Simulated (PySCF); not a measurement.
C7H10O.
Geometry (GFN2-xTB, Å), atoms numbered from 1 in this order:
```
atom  x, y, z in Å
C1     2.5543    0.3650   -1.0662
C2     1.8999    0.4765    0.0774
C3     0.4390    0.3932    0.2370
C4    -0.4937    0.2518   -0.9553
C5    -1.8513   -0.0901   -0.3247
C6    -1.5217   -0.8672    0.9583
C7    -0.1987   -0.2741    1.3904
O8    -0.1200    1.1173    1.3130
H9     3.6272    0.4369   -1.1029
H10    2.0542    0.1986   -2.0046
H11    2.4313    0.6595    1.0021
H12   -0.5363    1.1618   -1.5519
H13   -0.1373   -0.5683   -1.5804
H14   -2.3663    0.8333   -0.0608
H15   -2.4846   -0.6613   -1.0009
H16   -1.3826   -1.9313    0.7573
H17   -2.2940   -0.7506    1.7180
H18    0.3717   -0.7447    2.1827
```

The closed-shell ground state was solved at several levels (PySCF, density fitting, gas phase, non-relativistic).

```json
{"level": "PBE0/pcSseg-1", "basis functions": "186", "HOMO (eV)": "-7.09", "LUMO (eV)": "0.07", "gap (eV)": "7.16", "dipole (D)": "1.88"}
{"level": "CAM-B3LYP/def2-SVPD", "basis functions": "243", "HOMO (eV)": "-8.46", "LUMO (eV)": "1.06", "gap (eV)": "9.52", "dipole (D)": "1.95"}
```

**Question.** What might PBE0/def2-SVPD (243 basis functions) give for the same quantities?

**Answer.** HOMO -7.13 eV, LUMO -0.03 eV, gap 7.10 eV, dipole 1.87 D.

**Question.** Over all these levels, which gives the widest orbital gap and which the narrowest?

**Answer.** CAM-B3LYP/def2-SVPD (range-separated hybrid) has the widest, 9.52 eV, and PBE0/def2-SVPD (global hybrid, 25 % exact exchange) the narrowest, 7.10 eV. The two share the basis. From the narrowest to the widest the HOMO moves by -1.33 eV and the LUMO by +1.09 eV.

**Question.** How far do the dipole and the HOMO energy spread over the levels?

**Answer.** The dipole runs from 1.87 to 1.95 D (mean 1.90 D) and the HOMO from -8.46 to -7.09 eV.

One conformer stands for the species.
